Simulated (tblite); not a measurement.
Isomers of C6H6ClF. Computed values, GFN2-xTB/tblite, gas phase, harmonic and unscaled. This tight-binding method is rough: wavenumbers can miss measured ones by several per cent, in bad cases by 10 to 20. One conformer each.

Electronic energies: GFN2-xTB at the same geometries; isomer energies are rough at this level and their order can be wrong.

| SMILES | electronic energy, lowest = 0 (kcal/mol) |
| --- | --- |
| C=C/C(F)=C/C=C\Cl | 8.1 |
| C=C(F)[C@H]1C=C(Cl)C1 | 7.4 |
| F/C=C/C1=C(Cl)CC1 | 0.0 |
| C=C1CC(CCl)=C1F | 9.1 |
| F[C@@H]1[C@H]2C[C@@H]3[C@H]2[C@]13Cl | 3.9 |

How do GFN2-xTB zero-point energies change the relative energies?

```json
{"SMILES": "F/C=C/C1=C(Cl)CC1", "ZPE (kcal/mol)": "63.3", "of it from modes above 1550 cm⁻¹": "30.8", "electronic (kcal/mol)": "0.0", "with ZPE, lowest = 0 (kcal/mol)": "0.0", "lowest mode (cm⁻¹)": "94", "rings": "1"}
{"SMILES": "F[C@@H]1[C@H]2C[C@@H]3[C@H]2[C@]13Cl", "ZPE (kcal/mol)": "65.0", "of it from modes above 1550 cm⁻¹": "26.1", "electronic (kcal/mol)": "3.9", "with ZPE, lowest = 0 (kcal/mol)": "5.7", "lowest mode (cm⁻¹)": "171", "rings": "3"}
{"SMILES": "C=C(F)[C@H]1C=C(Cl)C1", "ZPE (kcal/mol)": "63.0", "of it from modes above 1550 cm⁻¹": "31.2", "electronic (kcal/mol)": "7.4", "with ZPE, lowest = 0 (kcal/mol)": "7.1", "lowest mode (cm⁻¹)": "30", "rings": "1"}
{"SMILES": "C=C/C(F)=C/C=C\\Cl", "ZPE (kcal/mol)": "61.9", "of it from modes above 1550 cm⁻¹": "33.6", "electronic (kcal/mol)": "8.1", "with ZPE, lowest = 0 (kcal/mol)": "6.7", "lowest mode (cm⁻¹)": "62", "rings": "0"}
{"SMILES": "C=C1CC(CCl)=C1F", "ZPE (kcal/mol)": "62.9", "of it from modes above 1550 cm⁻¹": "31.0", "electronic (kcal/mol)": "9.1", "with ZPE, lowest = 0 (kcal/mol)": "8.8", "lowest mode (cm⁻¹)": "40", "rings": "1"}
```

The zero-point energies span 3.1 kcal/mol, from `C=C/C(F)=C/C=C\Cl` to `F[C@@H]1[C@H]2C[C@@H]3[C@H]2[C@]13Cl`. The lowest isomer stays, but the order above it changes.

What do entropy and thermal enthalpy add at 298.15 K and 1 bar (rigid rotor, harmonic oscillator, one conformer each)?

```json
{"SMILES": "F/C=C/C1=C(Cl)CC1", "point group": "Cs", "symmetry number": "1", "S (cal/(mol K))": "89.7", "H − H(0) (kcal/mol)": "5.64", "ZPE + H − H(0) − TS (kcal/mol)": "42.2"}
{"SMILES": "F[C@@H]1[C@H]2C[C@@H]3[C@H]2[C@]13Cl", "point group": "C1", "symmetry number": "1", "S (cal/(mol K))": "80.7", "H − H(0) (kcal/mol)": "4.59", "ZPE + H − H(0) − TS (kcal/mol)": "45.5"}
{"SMILES": "C=C(F)[C@H]1C=C(Cl)C1", "point group": "C1", "symmetry number": "1", "S (cal/(mol K))": "90.5", "H − H(0) (kcal/mol)": "5.58", "ZPE + H − H(0) − TS (kcal/mol)": "41.6"}
{"SMILES": "C=C/C(F)=C/C=C\\Cl", "point group": "Cs", "symmetry number": "1", "S (cal/(mol K))": "93.1", "H − H(0) (kcal/mol)": "6.03", "ZPE + H − H(0) − TS (kcal/mol)": "40.2"}
{"SMILES": "C=C1CC(CCl)=C1F", "point group": "C1", "symmetry number": "1", "S (cal/(mol K))": "91.2", "H − H(0) (kcal/mol)": "5.70", "ZPE + H − H(0) − TS (kcal/mol)": "41.4"}
```
